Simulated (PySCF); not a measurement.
# Property card for `CC(=S)[SiH]([SiH3])[SiH3]`

Compound: C₂H₁₀SSi₃.
Numbering: `[CH3:1][C:2](=[S:3])[SiH:4]([SiH3:5])[SiH3:6]` (hydrogens: H7, H8, H9 on C1; H10 on Si4; H11, H12, H13 on Si5; H14, H15, H16 on Si6)

Geometry (PBE0-D3(BJ)/def2-SVP, Å), atoms numbered from 1 in this order:
```
atom  x, y, z in Å
C1     2.1473   -1.3736   -0.1657
C2     0.9340   -0.8359    0.5144
S3     0.4715   -1.2750    2.0164
Si4   -0.1727    0.4455   -0.3605
Si5   -2.3456   -0.4306   -0.3944
Si6   -0.0886    2.3939    0.9412
H7     1.8585   -1.8684   -1.1096
H8     2.6906   -2.0844    0.4727
H9     2.8168   -0.5443   -0.4540
H10    0.3144    0.7228   -1.7538
H11   -2.3251   -1.8242   -0.9372
H12   -2.9005   -0.4451    0.9906
H13   -3.2205    0.4137   -1.2667
H14   -0.7851    2.1464    2.2380
H15    1.3339    2.7725    1.2071
H16   -0.7628    3.5217    0.2257
```

Among its groups: thiocarbonyl, Si–H bond and C–Si bond.

**PBE0-D3(BJ)/def2-SVP geometry optimisation, gas phase (PySCF)**

```yaml
Rotational_constants_A_B_C: 1.405, 1.093, 0.853 GHz
```

CAM-B3LYP/def2-SVPD ground state, ΔSCF and vertical TDDFT (core frozen in the response) (PySCF):

```yaml
Dipole_moment: 2.16 D
HOMO_energy: -7.76 eV
LUMO_energy: -1.42 eV
HOMO–LUMO_gap: 6.34 eV
Lowest_singlet_excitation: 2.18 eV (568 nm, f = 0.000)
Lowest_triplet_excitation_Tamm–Dancoff: 1.70 eV
Static_isotropic_polarisability: 135.6 au
Vertical_ionisation_energy: 8.33 eV
Vertical_electron_affinity: 0.94 eV
Electronic_spatial_extent_⟨r²⟩_about_the_centre_of_nuclear_charge: 1601 bohr²
```

PBE0/pcSseg-1 ground state and GIAO shieldings, non-relativistic (PySCF):

```yaml
Lowest_Hirshfeld_atomic_charge: -0.12 e on C1
Highest_Hirshfeld_atomic_charge: +0.21 e on Si5/Si6
13C_chemical_shifts_computed_TMS_as_zero_by_class: 328.4 (C2), 54.2 (C1) ppm
1H_chemical_shifts_computed_TMS_as_zero_by_class: 4.99 (H10), 3.60 (H11/H12/H13/H14/H15/H16), 3.57 (H7/H8/H9) ppm
Isotropic_shieldings_of_nuclei_other_than_C_and_H_by_class: 421 (Si4), 446 (Si5/Si6), -823 (S3) ppm
Mayer_bond_orders_between_heavy_atoms: C1–C2 1.01, C2–S3 1.87, C2–Si4 0.77, Si4–Si5 0.89, Si4–Si6 0.89
```

Monoisotopic mass (most abundant isotopes): 149.9811 u.

The largest Löwdin shares of the HOMO are 0.69 on S3, 0.15 on C2, 0.06 on Si4 and 0.04 on C1. The vertical singlet–triplet gap S1 − T1 is 0.48 eV (TDDFT singlet less Tamm–Dancoff triplet; S1: HOMO→LUMO, weight 0.99; T1: HOMO→LUMO, weight 0.98). In wavenumbers S1 is 17600 cm⁻¹ (1 eV = 8065.54 cm⁻¹). The principal polarisabilities are 128.8, 135.1 and 143.1 au; their mean is the isotropic value. The dipole matches unit charges of opposite sign 0.45 Å apart (1 e·Å = 4.8032 D). With B = h/(8π²I), that is 505.379 GHz u Å² over I, the principal moments of inertia are 359.6, 462.5 and 592.7 u Å² (most abundant isotopes); the inertial defect Ic − Ia − Ib is -229.4 u Å² (zero for a rigid planar frame, negative otherwise). S1 lies 4.16 eV below the HOMO–LUMO gap; its leading configuration is HOMO→LUMO, weight 0.99. The ΔSCF ionisation energy exceeds −ε(HOMO) by 0.57 eV with CAM-B3LYP.

 NMR classes are plain means over equivalent atoms (diastereotopic ones count apart unless rotation or inversion swaps them), as if these changed places fast; in this geometry the members of some classes differ.

One conformer stands for the species.
